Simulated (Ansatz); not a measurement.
Au2O⁺, 3 atoms. Hardware: 4 threads of Intel Xeon 6975P-C on a shared host.

In the def2 sets Au takes a core potential; there is no spin–orbit coupling. Correlated methods freeze 1 core orbital; core or outer-core shells of Au are correlated, in sets that lack core-valence functions. In CCSD on the charge 1 doublet the largest single amplitude is 0.16, so its Hartree–Fock determinant may place the open shell otherwise than the density functionals do.

**Question.** How many basis functions does each of these Ansatz runs have, and roughly what does it cost? LC-ωPBE (ω = 0.30 bohr⁻¹)/def2-TZVP, charge 0 singlet at the geometry of the charge 1 doublet, energy, from earlier orbitals; LC-ωPBE (ω = 0.20 bohr⁻¹)/def2-TZVP, charge 0 singlet at the geometry of the charge 1 doublet, energy, from earlier orbitals; HF/def2-TZVP, charge 1 doublet, energy, from earlier orbitals; r2SCAN0-D4/def2-TZVP, charge 1 doublet, energy, from earlier orbitals; CCSD(T)/def2-TZVP, charge 1 doublet, energy, from earlier orbitals; r2SCAN-D4/def2-TZVP, charge 0 singlet at the geometry of the charge 1 doublet, energy, from earlier orbitals; LC-ωPBE (ω = 0.20 bohr⁻¹)/def2-TZVP, charge 1 quartet, energy, from earlier orbitals; CAM-B3LYP-D4/def2-TZVP, charge 1 quartet, energy, from earlier orbitals; LC-ωPBE (ω = 0.15 bohr⁻¹)/def2-TZVP, charge 0 singlet at the geometry of the charge 1 doublet, energy, from earlier orbitals; PBE0-D4/def2-TZVP, charge 1 doublet, energy, from earlier orbitals; r2SCAN-D4/def2-TZVP, charge 1 quartet, relaxation, 6 steps; LC-ωPBE (ω = 0.10 bohr⁻¹)/def2-TZVP, charge 0 singlet at the geometry of the charge 1 doublet, energy, from earlier orbitals.

**Answer.** Other jobs shared the machine, so times can vary by a factor of up to 3. A dash marks memory too small to be measured apart from the calling script's.

| run | functions | fitting or Cholesky vectors | wall time | peak host memory (GiB) |
| --- | --- | --- | --- | --- |
| LC-ωPBE (ω = 0.15 bohr⁻¹)/def2-TZVP, charge 0 singlet at the geometry of the charge 1 doublet, energy, from earlier orbitals | 111 | 867 | 0.65 s | – |
| LC-ωPBE (ω = 0.20 bohr⁻¹)/def2-TZVP, charge 0 singlet at the geometry of the charge 1 doublet, energy, from earlier orbitals | 111 | 867 | 0.8 s | – |
| LC-ωPBE (ω = 0.10 bohr⁻¹)/def2-TZVP, charge 0 singlet at the geometry of the charge 1 doublet, energy, from earlier orbitals | 111 | 867 | 0.8 s | – |
| LC-ωPBE (ω = 0.30 bohr⁻¹)/def2-TZVP, charge 0 singlet at the geometry of the charge 1 doublet, energy, from earlier orbitals | 111 | 867 | 0.9 s | – |
| r2SCAN-D4/def2-TZVP, charge 0 singlet at the geometry of the charge 1 doublet, energy, from earlier orbitals | 111 | 867 | 1 s | – |
| HF/def2-TZVP, charge 1 doublet, energy, from earlier orbitals | 111 | 1266 | 1.2 s | – |
| LC-ωPBE (ω = 0.20 bohr⁻¹)/def2-TZVP, charge 1 quartet, energy, from earlier orbitals | 111 | 867 | 2.1 s | – |
| r2SCAN0-D4/def2-TZVP, charge 1 doublet, energy, from earlier orbitals | 111 | 973 | 2.4 s | – |
| CAM-B3LYP-D4/def2-TZVP, charge 1 quartet, energy, from earlier orbitals | 111 | 909 | 3.1 s | – |
| PBE0-D4/def2-TZVP, charge 1 doublet, energy, from earlier orbitals | 111 | 973 | 4.8 s | – |
| r2SCAN-D4/def2-TZVP, charge 1 quartet, relaxation, 6 steps | 111 | 867 | 8.5 s | – |
| CCSD(T)/def2-TZVP, charge 1 doublet, energy, from earlier orbitals | 111 | 952 | 11 s | 1.1 |
